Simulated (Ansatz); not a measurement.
water (H₂O), singlet, at a GFN2-xTB geometry; HF/cc-pVTZ (Ansatz, a first-principles code).

Input for Ansatz:
Ansatz 0.2 input:
```yaml
crystal:
  periodic: [false, false, false]
  atoms:
    - {symbol: O, position_ang: [0.00956971, 0.00206403, 0.11338892]}
    - {symbol: H, position_ang: [-0.05579359, 0.76362201, -0.46612807]}
    - {symbol: H, position_ang: [-0.02076411, -0.78013425, -0.44098332]}
basis:
  gaussian:
    orbitals: cc-pVTZ
    point_charges:
      - {charge: -1.0, position_ang: [-3.0413, -1.8785, -1.5980]}
hamiltonian:
  xc: hf
```

Problem. What does Ansatz print? Leave out banner, timings and long lists.

Solution. 
```
Functional definition: HF
336 factors; their error is unknown
mean field evaluation 1: about -2068.0251 eV, gradient 3.3e1 eV
mean field evaluation 2: about -2069.1851 eV, gradient 2.0e1 eV
mean field evaluation 4: about -2069.7712 eV, gradient 3.3e-1 eV
mean field evaluation 8: about -2068.0399 eV, gradient 3.3e1 eV
mean field -2069.78779929 eV, -76.0632986715 hartree, gradient 7.2e-5 eV, S^2 0.000000; 0 other end points of the search recorded, 0 dependent functions left out
reference -2069.78779929 eV, -76.0632986715 hartree; 5, 5 occupied and 53, 53 virtual orbitals, 336 factors
Total energy: -2069.78779929 eV, -76.0632986715 hartree
```
